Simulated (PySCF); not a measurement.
# MZn cations for M along group 15

HF with double-zeta basis sets in PySCF, for the lowest determinant that a PBE0 search found; no spin–orbit coupling. De refers to high-spin ground-configuration atoms (the charge goes to the atom of lower measured ionisation energy or higher electron affinity, which is not always the lowest computed limit). A positive dipole points towards Zn; it is taken about the centre of mass and depends on that origin.

```tsv
M	basis	reference	charged atom	state (unpaired electrons)	Re (Å)	ωe (cm⁻¹)	De (eV)	μ (D)
N	def2-SVP	ROHF	Zn+	triplet (π ↑↑)	1.959	548	-1.25	4.90
P	x2c-SVPall	ROHF	Zn+	triplet (π ↑↑)	2.370	299	0.39	2.90
Sb	def2-SVP	ROHF	Sb+	triplet (π ↑↑)	2.702	173	1.84	5.43
Bi	def2-SVP	ROHF	Bi+	triplet (π ↑↑)	2.799	148	n/a	5.98
```

The shortest bond is that of ZnN⁺ (1.959 Å), the longest that of ZnBi⁺ (2.799 Å).

The rows differ in basis set, which adds steps of its own.

Down a group the atoms grow and get heavier, so bonds lengthen and wavenumbers fall; this series shows no clear exception.

Spin–orbit coupling is left out, which matters for elements this heavy, above all for dissociation energies. For an ion De counts to the pair picked by the measured ionisation energies or electron affinities, which need not be the lowest pair at this level. UHF is strongly spin-contaminated for ZnN⁺, ZnP⁺, ZnSb⁺, so the ROHF reference used there is far from stable. Hartree–Fock leaves out correlation, which carries a large part of most bond energies and some tenths to 1 eV of ionisation energies. A negative De means that the minimum lies above the separated atoms at that level. States were picked by a PBE0 search and need not be the measured ground states.
